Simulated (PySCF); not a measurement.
Isomers of C6H10BN, from PBE0-D3(BJ)/def2-SVP geometry optimisation, gas phase in PySCF 2.14.0. One conformer each, no zero-point energy, no frequencies.

Problem. Which is lower in electronic energy at this level?
A. `[CH3:1][CH2:2][N:3]1[BH:4][CH:5]=[CH:6][CH:7]=[CH:8]1` with C1–C2–N3–B4 -93°: A = 4506, B = 1492, C = 1233 MHz, dipole 2.32 D
B. `CN(C)C1=CC=CB1`: A = 4434, B = 1509, C = 1143 MHz, dipole 3.53 D

Solution. A. That is `CCN1BC=CC=C1` (N-ethyl-1,2-azaborine), 65.4 kcal/mol below the other.

```tsv
SMILES	mapped SMILES	E (Eh)	relative (kcal/mol)	relative (kJ/mol)	dipole (D)
CCN1BC=CC=C1	[CH3:1][CH2:2][N:3]1[BH:4][CH:5]=[CH:6][CH:7]=[CH:8]1	-313.70552	0.0	0.0	2.32
CN(C)C1=CC=CB1	[CH3:1][N:2]([CH3:3])[C:4]1=[CH:5][CH:6]=[CH:7][BH:8]1	-313.60132	65.4	273.6	3.53
```

As drawn, the lower has a B–N bond, which the higher lacks.
